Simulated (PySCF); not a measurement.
CH₇ClOSi₂, SMILES C[SiH2][Si@@H](O)Cl.

Geometry: ωB97X-D3(BJ)/def2-SVP. The structure was generated by enumeration; whether it is a known compound was not checked. Other conformers were not sampled.

Level of theory: ωB97X-D3(BJ)/def2-SVP (PySCF 2.14.0).

Frequencies are harmonic and unscaled.

Problem. Give all harmonic wavenumbers and intensities. (The exact figures need the calculation; the answer reports its results.)

Solution. 
| mode | ν (cm⁻¹) | IR (km/mol) | Raman (Å⁴/amu) | depolarisation | moving atoms (share of kinetic energy) |
|---|---|---|---|---|---|
| 1 | 39 | 0.2 | 0.0 | – | C 31 %, H 29 %, Si 20 %, Cl 11 %, O 10 % |
| 2 | 76 | 0.4 | 0.2 | 0.73 | Cl 23 %, C 22 %, Si 20 %, H 18 %, O 17 % |
| 3 | 146 | 2.3 | 0.3 | 0.65 | H 65 %, Si 13 %, O 13 % |
| 4 | 169 | 2.9 | 4.0 | 0.61 | H 33 %, Si 21 %, C 20 %, Cl 17 %, O 9 % |
| 5 | 203 | 3.5 | 0.5 | 0.63 | H 46 %, Si 30 %, O 21 % |
| 6 | 234 | 18.6 | 2.5 | 0.58 | H 40 %, Cl 21 %, Si 20 %, O 16 % |
| 7 | 321 | 112.5 | 1.3 | 0.73 | H 55 %, O 32 % |
| 8 | 426 | 14.1 | 9.7 | 0.17 | H 45 %, Si 45 % |
| 9 | 468 | 9.7 | 6.4 | 0.15 | H 51 %, Si 45 % |
| 10 | 561 | 119.7 | 5.1 | 0.72 | Si 56 %, Cl 35 % |
| 11 | 613 | 36.0 | 7.8 | 0.68 | H 91 % |
| 12 | 680 | 30.2 | 7.9 | 0.60 | H 83 %, C 15 % |
| 13 | 718 | 68.3 | 10.7 | 0.27 | C 36 %, H 33 %, Si 31 % |
| 14 | 756 | 136.4 | 10.4 | 0.72 | H 89 % |
| 15 | 835 | 261.5 | 6.3 | 0.68 | H 82 %, Si 10 % |
| 16 | 858 | 52.7 | 7.2 | 0.63 | H 50 %, O 40 %, Si 9 % |
| 17 | 888 | 105.8 | 6.7 | 0.67 | H 72 %, Si 13 %, C 11 % |
| 18 | 895 | 82.2 | 4.6 | 0.66 | H 75 %, C 14 %, Si 9 % |
| 19 | 946 | 128.6 | 5.9 | 0.66 | H 72 %, Si 17 %, O 9 % |
| 20 | 948 | 8.3 | 13.9 | 0.73 | H 71 %, Si 19 %, O 10 % |
| 21 | 1284 | 16.1 | 0.9 | 0.05 | H 79 %, C 21 % |
| 22 | 1445 | 7.0 | 14.7 | 0.75 | H 96 % |
| 23 | 1448 | 3.6 | 10.1 | 0.74 | H 96 % |
| 24 | 2237 | 103.7 | 90.1 | 0.69 | H 97 % |
| 25 | 2246 | 97.2 | 259.7 | 0.10 | H 97 % |
| 26 | 2248 | 142.0 | 70.6 | 0.45 | H 96 % |
| 27 | 3071 | 3.7 | 125.6 | 0.01 | H 97 % |
| 28 | 3175 | 2.2 | 74.4 | 0.74 | H 91 %, C 9 % |
| 29 | 3179 | 1.3 | 95.4 | 0.70 | H 91 %, C 9 % |
| 30 | 3919 | 118.2 | 136.9 | 0.31 | H 94 % |
